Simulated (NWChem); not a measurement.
Species: C$_{3}$H$_{5}$FSi; SMILES [SiH2]1[C@H](F)C=C1

```xyz
10

F      0.3798    -1.9135    -0.2458
C      0.0234    -0.7988     0.4767
C     -1.2796    -0.1714     0.0445
C     -1.0434     1.1314    -0.2204
Si     0.7950     0.9083     0.0095
H      0.0272    -1.0681     1.5486
H     -2.2367    -0.7107    -0.0087
H     -1.7865     1.8898    -0.4765
H      1.5208     1.7112     1.0443
H      1.6117     0.8859    -1.2395
```
Atoms are numbered in this order, from 1.

All runs: NWChem. Structure relaxed at the PBE0/def2-SVP level. Level: M05-2X/def2-SVP with SMD (1 M gas to 1 M solution), gas-phase geometry. Reactions with the solvent are ignored.

For solvent 1,4-dioxane:

- cavity-dispersion-structure term (kcal/mol): 0.8
- dipole in solution (D): 2.01

Problem. What are these values for solvent ethylene glycol?

Solution. The cavity-dispersion-structure term (kcal/mol) comes out as 2.7 and the dipole in solution (D) comes out as 2.23.
